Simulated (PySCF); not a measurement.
Choosing a basis for TDDFT

Compound: propyl acetate, C5H10O2.
SMILES: `CCCOC(C)=O`

TDDFT with PBE0 (PySCF), vertical singlets, core orbitals frozen in the response, spherical d and f functions. The structure is a single PBE0-D3(BJ)/def2-SVP conformer in the gas phase; no vibrational or solvent corrections.

| basis | functions | diffuse | S1 (eV) | S2 (eV) | S3 (eV) | S4 (eV) | S5 (eV) | LUMO (eV) | α (au) |
| --- | --- | --- | --- | --- | --- | --- | --- | --- | --- |
| 6-31G* | 118 | no | 5.95 | 8.05 | 8.46 | 9.12 | 9.44 | 0.75 | 58.3 |
| 6-31+G* | 146 | yes | 5.95 | 7.34 | 7.77 | 7.86 | 7.96 | 0.33 | 65.1 |
| def2-SVP | 148 | no | 5.95 | 8.04 | 8.39 | 8.75 | 8.88 | 0.56 | 59.7 |
| def2-SVPD | 226 | yes | 5.94 | 7.60 | 7.84 | 8.12 | 8.23 | 0.25 | 69.5 |
| aug-cc-pVDZ | 251 | yes | 5.91 | 6.96 | 7.33 | 7.55 | 7.57 | -0.03 | 71.0 |
| def2-TZVP | 277 | no | 5.95 | 7.86 | 8.11 | 8.33 | 8.37 | 0.40 | 67.6 |

Problem. How much do these states and the polarisability depend on the basis?

Solution. States are compared by their number. Against the largest diffuse basis here (aug-cc-pVDZ, itself not a converged limit), sets without diffuse functions differ by up to 0.04 eV in S1 and 1.88 eV in S5; the smaller diffuse sets differ by up to 0.04 and 0.66 eV. State by state, the largest deviation of a set without diffuse functions is S1 0.04, S2 1.09, S3 1.13, S4 1.57, S5 1.88 eV. The same number needn't mean the same state in each row. Against aug-cc-pVDZ the polarisability deviates by -18% in 6-31G*, -8% in 6-31+G*, -16% in def2-SVP, -2% in def2-SVPD, -5% in def2-TZVP. A single + in a Pople set puts diffuse functions on heavy atoms only.
